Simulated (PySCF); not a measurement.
C₅H₁₀F₂O.
InChI=1S/C5H10F2O/c1-3-4(8-2)5(6)7/h4-5H,3H2,1-2H3/t4-/m0/s1

Level of theory: TDDFT CAM-B3LYP/def2-SVPD, vertical, gas phase, core orbitals frozen in the response in PySCF 2.14.0, density-fitted response routines. Geometry: GFN2-xTB, one conformer, isolated molecule. Torsions of this conformer, `[CH3:1][CH2:2][C@H:3]([O:4][CH3:5])[CH:6]([F:7])[F:8]`: C1–C2–C3–O4 -65°, C2–C3–O4–C5 162°, C2–C3–C6–F7 -46°.

Each state is given a Gaussian of 0.4 eV full width at half maximum, with ε(max) = 2.175×10⁸ f / Δν̃ (Δν̃ the width in cm⁻¹). The cross-section is σ = 3.8235×10⁻²¹ ε cm², given in Mb (10⁻¹⁸ cm²). The width is an assumption, not a result. The curve ends short of the highest state used, and states not computed would add to its high-energy end.

| λ (nm) | σ (Mb) |
| --- | --- |
| 141.5 | 1.57 |
| 142.3 | 2.03 |
| 143.0 | 2.74 |
| 143.8 | 3.89 |
| 144.6 | 5.31 |
| 145.3 | 6.68 |
| 146.1 | 8.26 |
| 146.9 | 9.69 |
| 147.6 | 10.70 |
| 148.4 | 11.46 |
| 149.2 | 11.76 |
| 149.9 | 11.61 |
| 150.7 | 11.01 |
| 151.5 | 10.01 |
| 152.2 | 8.91 |
| 153.0 | 7.52 |
| 153.8 | 6.12 |
| 154.5 | 5.01 |
| 155.3 | 3.96 |
| 156.1 | 3.18 |
| 156.8 | 2.73 |
| 157.6 | 2.44 |
| 158.4 | 2.33 |
| 159.1 | 2.31 |
| 159.9 | 2.32 |
| 160.7 | 2.30 |
| 161.4 | 2.22 |
| 162.2 | 2.07 |
| 163.0 | 1.85 |
| 163.7 | 1.62 |
| 164.5 | 1.33 |
| 165.3 | 1.05 |
| 166.0 | 0.82 |
| 166.8 | 0.60 |
| 167.6 | 0.42 |
| 168.3 | 0.30 |
| 169.1 | 0.19 |
| 169.9 | 0.12 |
| 170.6 | 0.08 |
| 171.4 | 0.05 |
| 172.2 | 0.03 |
| 172.9 | 0.02 |
| 173.7 | 0.01 |
| 174.5 | 0.00 |

**Question.** Where are the band maxima, and which computed states make them?

**Answer.** 160 nm (7.75 eV), ε about 610, made up of S1 (91%) (hardly more than a shoulder); 149 nm (8.31 eV), ε about 3100, made up of S2 (50%) and S3 (43%) (ε in L mol⁻¹ cm⁻¹; maxima over ε = 5, shares over 10%). The states used: S1 7.71 eV (f 0.0085); S2 8.20 eV (f 0.027); S3 8.40 eV (f 0.023); S4 8.48 eV (f 0.0052); S5 8.93 eV (f 0.0022); S6 9.17 eV (f 0.016); S7 9.25 eV (f 0.0094); S8 9.36 eV (f 0.0076).

**Question.** Coming from long wavelengths, where does ε first pass 100 L mol⁻¹ cm⁻¹?

**Answer.** At about 168 nm (7.39 eV), 0.32 eV below S1.

**Question.** What would ε be at 8.31 eV, the highest of these maxima, with half the width (0.2 eV)?

**Answer.** About 3570 L mol⁻¹ cm⁻¹ against 3080, a factor of about 1.2; a lone state at its own centre would give exactly 2.
